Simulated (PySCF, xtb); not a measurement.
C5H7F, SMILES C1C=C(C)[C@H]1F.

Harmonic wavenumbers (cm⁻¹) from GFN2-xTB (xtb) at its own minimum, in rising order: 109, 181, 207, 303, 410, 549, 677, 775, 848, 942, 981, 997, 1011, 1032, 1073, 1102, 1150, 1197, 1223, 1266, 1298, 1392, 1449, 1462, 1469, 1725, 2928, 2990, 3000, 3011, 3016, 3046, 3134.

What does B3LYP-D3(BJ)/def2-SVP (PySCF 2.14.0) give at its own minimum? (The exact figures need the calculation; the answer reports its results.)

150, 186, 214, 308, 427, 578, 669, 785, 870, 934, 940, 979, 1038, 1052, 1092, 1148, 1200, 1220, 1240, 1316, 1368, 1393, 1445, 1452, 1459, 1723, 3018, 3035, 3042, 3084, 3099, 3123, 3184. Paired by order, the mean absolute difference is 31 cm⁻¹ and the zero-point energies are 65.7 and 66.9 kcal/mol.
